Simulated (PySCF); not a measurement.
## Bond curve of AsF

Set-up: As x2c-SVPall, F x2c-SVPall; spin-free X2C with a Gaussian nucleus (PySCF 2.14). Energies in eV from As + F in their ground configurations at the same level. State: ³Σ⁻ (triplet), unpaired electrons π ↑↑.

```tsv
R (Å)	PBE0	BLYP	UHF-CCSD
1.509	-2.760	-3.020	
1.579	-3.466	-3.796	-2.737
1.650	-3.847	-4.242	-3.137
1.702	-3.979	-4.421	-3.280
1.755	-4.013	-4.499	-3.325
1.808	-3.972	-4.501	-3.293
1.878	-3.832	-4.416	-3.165
1.966	-3.566	-4.213	-2.912
2.071	-3.169	-3.886	-2.531
2.211	-2.592	-3.390
```

Put a parabola through the three lowest points of the PBE0 curve and estimate Re, k and ωe (reduced mass 15.16 u; 1 eV/Å² = 0.16022 mdyn/Å; ωe = 1302.8·√(k/μ) cm⁻¹).

Through R = 1.702, 1.755, 1.808 Å the second-order coefficient is 13.3 eV/Å², so Re ≈ 1.753 Å, k ≈ 4.28 mdyn/Å and ωe ≈ 692 cm⁻¹. A polynomial fit of higher order to the unrounded PBE0 energies gives Re = 1.750 Å, k = 4.40 mdyn/Å, ωe = 702 cm⁻¹; anharmonicity and rounding make the difference.

The higher-order fit for each curve: PBE0: Re = 1.750 Å, ωe = 702 cm⁻¹, De = 4.01 eV; BLYP: Re = 1.782 Å, ωe = 654 cm⁻¹, De = 4.51 eV; UHF-CCSD: Re = 1.757 Å, ωe = 694 cm⁻¹, De = 3.32 eV.

Correlated steps freeze 10 core orbitals. Correlated levels converge slowly with the basis: in double zeta they bind strong bonds too weakly, by up to about 1 eV, and carry superposition errors of some tenths. Spin–orbit coupling is left out. The state was picked by a PBE0 search and need not be the measured ground state.
